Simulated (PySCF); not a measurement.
Species: phosphorus(iii) oxide, P4O6.
Bonds: O1–P2, P2–O3, O3–P4, P4–O5, O5–P6, P6–O7, O7–P8, P8–O9, P8–O10, O1–P6, P2–O9, P4–O10.

All values: CAM-B3LYP/def2-SVPD (PySCF, non-relativistic), on one gas-phase PBE0-D3(BJ)/def2-SVP geometry that isn't relaxed in the solvent. The solvent is an IEF-PCM continuum (cavity from Bondi-type radii × 1.2), and excitations are vertical TDDFT with non-equilibrium linear response and a frozen core. The model holds no explicit solvent molecules, cavitation or dispersion.

Gas-phase singlets (H = HOMO, L = LUMO):

```csv
state,E (eV),λ (nm),f,leading configurations
S1,6.066,204,0.000,"H→L+1 39%, H-1→L 23%, H-1→L+1 16%"
S2,6.066,204,0.000,"H-1→L 32%, H-2→L 21%, H→L+1 21%"
S3,6.068,204,0.000,"H-2→L+1 37%, H-2→L 22%, H-1→L+1 18%"
S4,6.273,198,0.076,"H→L 54%, H-1→L 25%"
S5,6.275,198,0.076,"H-1→L+1 37%, H→L+1 32%, H-2→L 26%"
```

How does the list change in cyclohexane (ε = 2.017)?

| state | E (eV) | λ (nm) | f | leading configurations | change by rank (eV) |
| --- | --- | --- | --- | --- | --- |
| S1 | 6.052 | 205 | 0.000 | H→L+1 35%, H-1→L 30%, H-1→L+1 14% | -0.014 |
| S2 | 6.052 | 205 | 0.000 | H-1→L 27%, H→L+1 24%, H-2→L 24% | -0.014 |
| S3 | 6.054 | 205 | 0.000 | H-2→L+1 38%, H-2→L 20%, H-1→L+1 18% | -0.014 |
| S4 | 6.250 | 198 | 0.108 | H→L 54%, H-1→L 24% | -0.023 |
| S5 | 6.252 | 198 | 0.108 | H-1→L+1 36%, H→L+1 31%, H-2→L 27% | -0.023 |

How do the frontier levels move from gas to cyclohexane?

```tsv
orbital	gas (eV)	solvent (eV)	change (eV)
LUMO+2	0.98	1.08	+0.10
LUMO+1	-0.43	-0.32	+0.11
LUMO	-0.43	-0.32	+0.11
HOMO	-9.71	-9.62	+0.09
HOMO-1	-9.71	-9.62	+0.09
HOMO-2	-9.72	-9.62	+0.10
HOMO-3	-11.70	-11.62	+0.08
```

The HOMO–LUMO gap goes from 9.28 to 9.29 eV.
